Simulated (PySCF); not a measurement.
SMILES CB(C)S[SiH](C)C, GFN2-xTB optimised geometry.

```
20

Si    -1.59     0.51    -0.05
C     -2.32     2.19     0.44
C     -2.13     0.03    -1.81
S      0.56     0.83     0.00
B      1.39    -0.75     0.00
C      0.60    -2.12     0.03
C      2.97    -0.75     0.00
H     -1.94    -0.53     0.93
H     -2.03     2.47     1.45
H     -1.97     2.98    -0.22
H     -3.40     2.17     0.39
H     -3.21    -0.09    -1.86
H     -1.68    -0.90    -2.14
H     -1.85     0.80    -2.52
H     -0.20    -2.17    -0.70
H      0.13    -2.27     1.01
H      1.25    -2.98    -0.14
H      3.36    -1.35     0.82
H      3.40     0.25     0.08
H      3.35    -1.20    -0.92
```

Density from PBE0/def2-SVP run with PySCF at that geometry.

Minimum of the electron density along straight lines between bonded atoms, close to the bond critical point (lines longer than 1.1 times the sum of covalent radii, or with two minima, are not listed):

```json
[
 {"bond": "Si1–C2", "length / Å": "1.895", "ρ at the minimum / e bohr⁻³": "0.113", "∇²ρ there / e bohr⁻⁵": "0.31", "position (fraction from the first atom)": "0.38"},
 {"bond": "Si1–C3", "length / Å": "1.902", "ρ at the minimum / e bohr⁻³": "0.112", "∇²ρ there / e bohr⁻⁵": "0.30", "position (fraction from the first atom)": "0.38"},
 {"bond": "Si1–S4", "length / Å": "2.178", "ρ at the minimum / e bohr⁻³": "[?]", "∇²ρ there / e bohr⁻⁵": "0.13", "position (fraction from the first atom)": "0.35"},
 {"bond": "S4–B5", "length / Å": "1.782", "ρ at the minimum / e bohr⁻³": "0.150", "∇²ρ there / e bohr⁻⁵": "-0.08", "position (fraction from the first atom)": "0.70"},
 {"bond": "B5–C6", "length / Å": "1.584", "ρ at the minimum / e bohr⁻³": "0.178", "∇²ρ there / e bohr⁻⁵": "-0.15", "position (fraction from the first atom)": "0.32"},
 {"bond": "B5–C7", "length / Å": "1.582", "ρ at the minimum / e bohr⁻³": "0.179", "∇²ρ there / e bohr⁻⁵": "[?]", "position (fraction from the first atom)": "0.33"},
 {"bond": "Si1–H8", "length / Å": "1.467", "ρ at the minimum / e bohr⁻³": "0.118", "∇²ρ there / e bohr⁻⁵": "0.31", "position (fraction from the first atom)": "0.49"},
 {"bond": "C2–H9", "length / Å": "1.086", "ρ at the minimum / e bohr⁻³": "0.272", "∇²ρ there / e bohr⁻⁵": "-0.98", "position (fraction from the first atom)": "0.63"},
 {"bond": "C2–H10", "length / Å": "1.086", "ρ at the minimum / e bohr⁻³": "0.272", "∇²ρ there / e bohr⁻⁵": "-0.98", "position (fraction from the first atom)": "0.63"},
 {"bond": "C2–H11", "length / Å": "1.085", "ρ at the minimum / e bohr⁻³": "0.272", "∇²ρ there / e bohr⁻⁵": "-0.97", "position (fraction from the first atom)": "0.62"},
 {"bond": "C3–H12", "length / Å": "1.086", "ρ at the minimum / e bohr⁻³": "0.272", "∇²ρ there / e bohr⁻⁵": "-0.97", "position (fraction from the first atom)": "0.62"},
 {"bond": "C3–H13", "length / Å": "1.086", "ρ at the minimum / e bohr⁻³": "0.272", "∇²ρ there / e bohr⁻⁵": "-0.97", "position (fraction from the first atom)": "0.63"},
 {"bond": "C3–H14", "length / Å": "1.087", "ρ at the minimum / e bohr⁻³": "0.271", "∇²ρ there / e bohr⁻⁵": "-0.97", "position (fraction from the first atom)": "0.63"},
 {"bond": "C6–H15", "length / Å": "1.089", "ρ at the minimum / e bohr⁻³": "0.269", "∇²ρ there / e bohr⁻⁵": "-0.95", "position (fraction from the first atom)": "0.62"},
 {"bond": "C6–H16", "length / Å": "1.091", "ρ at the minimum / e bohr⁻³": "0.267", "∇²ρ there / e bohr⁻⁵": "-0.93", "position (fraction from the first atom)": "0.62"},
 {"bond": "C6–H17", "length / Å": "1.088", "ρ at the minimum / e bohr⁻³": "0.272", "∇²ρ there / e bohr⁻⁵": "-0.97", "position (fraction from the first atom)": "0.62"},
 {"bond": "C7–H18", "length / Å": "1.090", "ρ at the minimum / e bohr⁻³": "0.268", "∇²ρ there / e bohr⁻⁵": "-0.94", "position (fraction from the first atom)": "0.62"},
 {"bond": "C7–H19", "length / Å": "1.087", "ρ at the minimum / e bohr⁻³": "0.274", "∇²ρ there / e bohr⁻⁵": "-0.98", "position (fraction from the first atom)": "0.62"},
 {"bond": "C7–H20", "length / Å": "1.090", "ρ at the minimum / e bohr⁻³": "0.267", "∇²ρ there / e bohr⁻⁵": "-0.93", "position (fraction from the first atom)": "0.62"}
]
```

Question: Some entries are withheld; supply them.

Answer: 
- Si1–S4, ρ at the minimum / e bohr⁻³: 0.089
- B5–C7, ∇²ρ there / e bohr⁻⁵: -0.17
